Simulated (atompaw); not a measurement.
# Building the PAW (atompaw) potential for Tm (PBE, scalar-relativistic).

atompaw 4.2.0.5 input, output lines left out:

```
Tm 69
GGA-PBE scalarrelativistic loggrid 2001 logderivrange -6 5 276
6 6 5 4 0 0
6 0 1.5
6 1 0.5
5 2 1
4 3 12
0 0 0
c
c
c
c
v
v
c
c
c
v
v
c
c
v
c
2
2.90 1.26 2.35 2.65
n
n
y
4.15
n
custom polynom2 7 10 vanderbiltortho sinc
3 0.5 troulliermartins
1.30
1.70
1.85
2.10
2.90
2.90
```

All-electron outer shells of the reference configuration (PBE, scalar-relativistic, ld1.x):

```
shell  level (eV)  outermost node (bohr)  outermost maximum (bohr)
   4d     -179.71                   0.24                      0.50
   5s      -58.39                   0.59                      1.08
   5p      -31.11                   0.63                      1.24
   4f      -10.29                      –                      0.49
   6s       -4.92                   1.46                      3.13
   5d       -2.53                   0.71                      1.85
   6p       -1.66                   1.78                      4.33
```

**Question.** Does the generator finish with these settings?

**Answer.** Yes, a potential is produced.

**Question.** Estimate the cutoffs (Ry, on a coarse ladder) from which the occupation-weighted sum of valence levels, in a spherical-Bessel basis at the reference potential, stays within 10 and 1 mRy of its value at 400 Ry.

**Answer.** 21 Ry and 40 Ry.

**Question.** Does the potential have ghost states?

**Answer.** Ghost state, extra bound levels that the all-electron valence spectrum of the same l lacks: s at -74.4 eV. A true bound ghost makes a file unfit for plane-wave use.

**Question.** Is the overlap operator S = 1 + Σ q|β⟩⟨β| positive definite (Bessel basis up to 400 Ry)?

**Answer.** Yes: its lowest eigenvalue is 0.44 (s channel).
